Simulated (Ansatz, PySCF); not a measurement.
Energy difference R1 + R2 → P1 + P2, each structure at its B3LYP-D3(BJ)/def2-TZVP stationary point, reached from a drawn start (curvature not checked).
R1, H2O (SMILES O) (charge 0, multiplicity 1):
```xyz
3

O      0.000     0.000     0.390
H      0.000     0.765    -0.195
H      0.000    -0.765    -0.195
```
R2: H5NSi (SMILES N[SiH3]), charge 0, multiplicity 1.
P1: H4OSi (SMILES O[SiH3]), charge 0, multiplicity 1.
P2, NH3 (SMILES N) (charge 0, multiplicity 1, Z-matrix in Å and degrees):
```
N
H 1 1.0136
H 1 1.0136 2 107.33
H 1 1.0136 2 107.33 3 -115.10
```

P less R. No zero-point or thermal terms.

Codes used: Ansatz (Gaussian basis) for Hartree–Fock, density functionals and correlated methods; PySCF for the D3/D4 terms. Each number belongs to the level named beside it.

Question: One of these levels gives -0.407 eV for the reaction energy. Which?
(A) PBE-D4/def2-TZVPP
(B) HF/cc-pV(D+d)Z
(C) HF/cc-pV(T+d)Z

Answer: A, PBE-D4/def2-TZVPP. The others give -0.460 (HF/cc-pV(D+d)Z), -0.520 (HF/cc-pV(T+d)Z)

Ansatz is a first-principles code.
